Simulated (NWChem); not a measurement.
System: PbO, singlet; SMILES [O]=[Pb]

```xyz
2

Pb     0.0000     0.0000    -0.1627
O      0.0000     0.0000     1.7410
```
Atoms are numbered in this order, from 1.

Level: PBE0-D3(BJ)/def2-TZVP with def2 effective core potentials on Pb (NWChem), optimised geometry, unscaled harmonic frequencies. Low-valent species are run as closed-shell singlets; no triplet was tried in these runs. def2 effective core potentials on Pb; no spin-orbit coupling.

List the harmonic frequencies with IR intensities, and the thermochemistry.


| frequency (cm⁻¹) | IR intensity (km/mol) |
|---|---|
| 788 | 92.8 |

```json
{
 "zero_point_energy": "1.1 kcal/mol",
 "thermal correction to the enthalpy at 298.15 K (with zero-point energy)": "3.2 kcal/mol",
 "heat capacity Cv": "5.6 cal/(mol K)",
 "entropy at 298.15 K and 1 atm (symmetry number 1)": "57.2 cal/(mol K)"
}
```

Rigid rotor and harmonic oscillator.
